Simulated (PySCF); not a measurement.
## Atomic charges by several schemes

Species: (H2B-mu-NH2)3.
Geometry (PBE0-D3(BJ)/def2-SVP, Å), atoms numbered from 1 in this order:
```
atom  x, y, z in Å
B1    -0.1433    1.5059   -0.4447
H2    -1.3348    1.7155   -0.2991
H3     0.4733    2.4829   -0.8613
N4     0.4661    1.0592    0.9448
B5    -0.0066   -0.3245    1.5477
H6     0.7069   -0.6124    2.5049
H7    -1.1873   -0.2410    1.8368
N8     0.1612   -1.4224    0.4219
B9    -0.4696   -1.1220   -0.9965
H10   -0.0852   -1.9683   -1.7992
H11   -1.6822   -1.0837   -0.8827
N12    0.0366    0.3035   -1.4565
H13    1.4859    1.1113    0.9218
H14    0.1958    1.7744    1.6205
H15    1.1397   -1.7011    0.3311
H16   -0.3051   -2.2611    0.7688
H17   -0.5070    0.5447   -2.2857
H18    0.9993    0.2562   -1.7950
```

Density: PBE0/pcSseg-1 (PySCF); schemes: Mulliken, IAO, Hirshfeld and ESP-fitted. The structure is a single PBE0-D3(BJ)/def2-SVP conformer in the gas phase; no vibrational or solvent corrections.

Task: What partial charge does each atom carry?

Result: In e:

```json
{"atom": "B1", "environment": "boron bonded to 2 N and 2 H", "Mulliken": "+0.073", "IAO": "-0.127", "Hirshfeld": "+0.022", "ESP-fitted": "+0.146"}
{"atom": "H2", "environment": "hydrogen on B1", "Mulliken": "-0.004", "IAO": "-0.013", "Hirshfeld": "-0.088", "ESP-fitted": "-0.156"}
{"atom": "H3", "environment": "hydrogen on B1", "Mulliken": "-0.043", "IAO": "-0.038", "Hirshfeld": "-0.109", "ESP-fitted": "-0.232"}
{"atom": "N4", "environment": "nitrogen bonded to 2 B and 2 H", "Mulliken": "-0.475", "IAO": "-0.377", "Hirshfeld": "-0.118", "ESP-fitted": "-0.161"}
{"atom": "B5", "environment": "boron bonded to 2 N and 2 H", "Mulliken": "+0.074", "IAO": "-0.127", "Hirshfeld": "+0.022", "ESP-fitted": "+0.142"}
{"atom": "H6", "environment": "hydrogen on B5", "Mulliken": "-0.044", "IAO": "-0.038", "Hirshfeld": "-0.109", "ESP-fitted": "-0.232"}
{"atom": "H7", "environment": "hydrogen on B5", "Mulliken": "-0.004", "IAO": "-0.014", "Hirshfeld": "-0.088", "ESP-fitted": "-0.155"}
{"atom": "N8", "environment": "nitrogen bonded to 2 B and 2 H", "Mulliken": "-0.475", "IAO": "-0.377", "Hirshfeld": "-0.118", "ESP-fitted": "-0.193"}
{"atom": "B9", "environment": "boron bonded to 2 N and 2 H", "Mulliken": "+0.073", "IAO": "-0.127", "Hirshfeld": "+0.022", "ESP-fitted": "+0.145"}
{"atom": "H10", "environment": "hydrogen on B9", "Mulliken": "-0.043", "IAO": "-0.038", "Hirshfeld": "-0.109", "ESP-fitted": "-0.228"}
{"atom": "H11", "environment": "hydrogen on B9", "Mulliken": "-0.004", "IAO": "-0.013", "Hirshfeld": "-0.088", "ESP-fitted": "-0.154"}
{"atom": "N12", "environment": "nitrogen bonded to 2 B and 2 H", "Mulliken": "-0.475", "IAO": "-0.377", "Hirshfeld": "-0.118", "ESP-fitted": "-0.195"}
{"atom": "H13", "environment": "hydrogen on N4", "Mulliken": "+0.209", "IAO": "+0.261", "Hirshfeld": "+0.137", "ESP-fitted": "+0.191"}
{"atom": "H14", "environment": "hydrogen on N4", "Mulliken": "+0.239", "IAO": "+0.295", "Hirshfeld": "+0.156", "ESP-fitted": "+0.222"}
{"atom": "H15", "environment": "hydrogen on N8", "Mulliken": "+0.209", "IAO": "+0.260", "Hirshfeld": "+0.137", "ESP-fitted": "+0.199"}
{"atom": "H16", "environment": "hydrogen on N8", "Mulliken": "+0.239", "IAO": "+0.295", "Hirshfeld": "+0.156", "ESP-fitted": "+0.231"}
{"atom": "H17", "environment": "hydrogen on N12", "Mulliken": "+0.239", "IAO": "+0.295", "Hirshfeld": "+0.156", "ESP-fitted": "+0.231"}
{"atom": "H18", "environment": "hydrogen on N12", "Mulliken": "+0.209", "IAO": "+0.260", "Hirshfeld": "+0.137", "ESP-fitted": "+0.199"}
```

Mean size of the charges over all atoms: ESP-fitted 0.190 e, IAO 0.185 e, Mulliken 0.174 e, Hirshfeld 0.105 e. Each set sums to the total charge, 0, to within 0.001 e. The ESP scheme is a least-squares fit of atom-centred charges to the potential on four shells outside the van der Waals surface, with the total charge fixed.

Lowest charge. The schemes don't all agree: Mulliken N4, N8 and N12 (-0.475); IAO N4, N8 and N12 (-0.377); Hirshfeld N4, N8 and N12 (-0.118); ESP-fitted H3 and H6 (-0.232).

Highest charge. All schemes pick atoms of one kind: Mulliken H14, H16 and H17 (+0.239); IAO H14, H16 and H17 (+0.295); Hirshfeld H14, H16 and H17 (+0.156); ESP-fitted H16 and H17 (+0.231).

Task: Sum the charges by element.

Result: 
| element | atoms | Mulliken | IAO | Hirshfeld | ESP-fitted |
| --- | --- | --- | --- | --- | --- |
| B | 3 | +0.220 | -0.381 | +0.065 | +0.433 |
| H | 12 | +1.204 | +1.513 | +0.288 | +0.117 |
| N | 3 | -1.424 | -1.132 | -0.353 | -0.550 |

Task: How many electrons does the Mulliken scheme count on B9?

Result: Z − q = 5 − (+0.073) = 4.927.
